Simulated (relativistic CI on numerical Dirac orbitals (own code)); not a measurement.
## One change at a time: Ag XXVIII

Base calculation: Dirac-Coulomb-Breit CI, KLI orbitals optimised for each configuration, a model potential for QED, unscaled Slater integrals.

CI space (outside the closed core [Ne]): 3s2.3p6.3d2, 3s2.3p5.3d3, 3s.3p6.3d3, 3s2.3p6.3d.4s, 3s2.3p6.3d.4p, 3s2.3p6.3d.4d, 3s2.3p6.3d.4f, 3s2.3p5.3d2.4s, 3s2.3p5.3d2.4p, 3s2.3p5.3d2.4d, 3s2.3p6.4s2, 3s.3p6.3d2.4s, 3s2.3p6.4s.4p, 3p6.3d3.4p, 3s.3p6.3d2.4p, 3s2.3p6.3d.5s, 3s2.3p6.4p2, 3s2.3p6.4s.4d, 3s2.3p6.3d.5d, 3s2.3p6.3d.5g, 3p6.3d4, 3p5.3d5, 3p6.3d3.4s, 3p5.3d4.4s, 3s.3p6.3d.4s2, 3s.3p6.4s2.4p, 3s.3p6.4s2.4d, 3s.3p6.4s2.4f. Double excitations out of closed p, d and f shells are left out; levels of such configurations are missing from the list, as are those of other unlisted configurations, and high levels can miss mixing partners. These lack a partner that the ground configuration has and come out too high: 3s2.3p5.3d2.4p, 3s2.3p5.3d2.4d.

The lowest level and the first level of each name with at least 55 % of one term (blank where a level has no safe partner in the second run):

| Level | Base (cm⁻¹) | Shift (cm⁻¹) |
| --- | --- | --- |
| 3s2.3p6.3d2 3F_2 | 0 | 0 |
| 3s2.3p6.3d2 3F_3 | 53363 | -221 |
| 3s2.3p6.3d2 3P_0 | 85564 | +3114 |
| 3s2.3p6.3d2 3F_4 | 93212 | -89 |
| 3s2.3p6.3d2 3P_1 | 118558 | +3339 |
| 3s2.3p6.3d2 1G_4 | 164834 | +283 |
| 3s2.3p6.3d2 3P_2 | 175734 | +2769 |
| 3s2.3p6.3d2 1S_0 | 307784 | +1259 |
| 3s2.3p5.3d3 5D°_1 | 1150914 |  |
| 3s2.3p5.3d3 5D°_0 | 1163221 |  |
| 3s2.3p5.3d3 5S°_2 | 1195575 |  |
| 3s2.3p5.3d3 5G°_6 | 1245483 |  |
| 3s2.3p5.3d3 3P°_0 | 1291005 |  |
| 3s2.3p5.3d3 3I°_7 | 1340949 |  |

At this charge energies of transitions that change n are usually good to better than 1 %, and those within a shell (Δn = 0) to a few per cent. Terms inside the open d or f shell come out 10 to 20 % too wide with unscaled integrals.

(1) One thing was changed in a second run, which moved the levels as shown. Which?
A. P86 correlation estimate
B. QED terms removed
C. only the first configuration
D. Breit term removed

Answers

(1) C. Only the first configuration. With fewer configurations the levels that remain lose their mixing partners.

LS names give the leading component of a level, which can be under half, so a name can repeat, a term be missing and a line seem to break the LS rules.
